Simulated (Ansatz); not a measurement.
Ga(OH)2(SiH3) (GaH5O2Si), SMILES [SiH3][Ga]([OH])[OH].

The structure is a stationary point at B3LYP-D3(BJ)/def2-SVP. The structure was generated by enumeration; whether it is a known compound was not checked. One conformer was computed; it need not be the lowest.

Two levels are set side by side: PBE/def2-SVPD (Ansatz, a quantum-chemistry and plane-wave program) and CAM-B3LYP/def2-SVPD (Ansatz). Energy differences of separate SCF runs at the same geometry; the states with an electron removed or added have multiplicity 2 and 2. Differences are taken from unrounded values.

```tsv
quantity	CAM-B3LYP
vertical ionisation energy (eV)	10.84
vertical singlet–triplet gap (eV)	5.53
```

Task: What does PBE give, and how far is it from CAM-B3LYP? (Estimate from the structure and the level; the computed values follow.)

Result: 
```csv
quantity,PBE,PBE minus CAM-B3LYP
vertical ionisation energy (eV),10.17,-0.68
vertical singlet–triplet gap (eV),5.13,-0.40
```
